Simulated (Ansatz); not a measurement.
Input for Ansatz (a program for electronic structure): R-B3LYP/def2-TZVPPD on CH5ClS (a complex). Files ending in .json are basis or fitting sets from the Basis Set Exchange.

Ansatz 0.2 input:
```yaml
crystal:
  periodic: [false, false, false]
  atoms:
    - {symbol: S, position_ang: [-1.99326862, -0.38723822, -0.43804603]}
    - {symbol: H, position_ang: [-1.26360320, 0.64389455, -0.89302091]}
    - {symbol: H, position_ang: [-0.90949051, -1.01259155, 0.05505483]}
    - {symbol: C, position_ang: [-0.39339177, -0.15446749, 3.08964330]}
    - {symbol: Cl, position_ang: [0.76797924, -1.18636699, 2.18303381]}
    - {symbol: H, position_ang: [-0.78801258, -0.73788613, 3.91567087]}
    - {symbol: H, position_ang: [0.14386254, 0.71507508, 3.45527560]}
    - {symbol: H, position_ang: [-1.18566097, 0.13606664, 2.40588936]}
basis:
  gaussian:
    orbitals: def2-TZVPPD.json
hamiltonian:
  xc: {name: B3LYP}
scf: {lower_state_search: off}
```

The head of its log:

```
WARN ansatz: RAYON_NUM_THREADS=1 ignored (pool sized by the plan → 1); use --threads N
Functional definition: B3LYP
these checks for a lower state are left out or cut short: stability, starts, cluster_reference, orbital_swaps, neighbouring_geometries, increment
integrals: 0.14 GiB planned
1147 factors; their error is unknown
mean field: 1.16 GiB planned
mean field evaluation 1: about -24474.8702 eV, gradient 4.3e1 eV
mean field evaluation 2: about -24472.4579 eV, gradient 5.1e1 eV
```

Question: What total energy does the run end on?

Answer: -899.5894 hartree.
